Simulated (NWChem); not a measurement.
System: C4H3NO; SMILES O=C1C=CC=N1

The following NWChem deck was run.

```
start job
memory heap 200 mb stack 900 mb global 1100 mb
geometry units angstroms noautoz
  O      0.024160    -1.987221     0.000000
  C     -0.001314    -0.791861     0.000000
  C      1.183230     0.145988     0.000000
  C      0.671957     1.380804     0.000000
  C     -0.816554     1.208564     0.000000
  N     -1.211976    -0.006731     0.000000
  H      2.220162    -0.185466     0.000000
  H      1.194736     2.337705     0.000000
  H     -1.525736     2.045009     0.000000
end
basis spherical
  * library def2-tzvp
end
dft
  xc b3lyp
  iterations 150
  semidirect filesize 400000000
  mulliken
end
task dft energy
```

The geometry was optimised at PBE0/def2-SVP.

**Question.** Predict the main results of this run. (B3LYP/def2-TZVP.) Quantities: energy (Ha); highest occupied level (eV); orbital gap (eV); dipole (D).

**Answer.** 
* **energy (Ha)**: -284.26
* **highest occupied level (eV)**: -7.70
* **orbital gap (eV)**: 4.17
* **dipole (D)**: 4.58
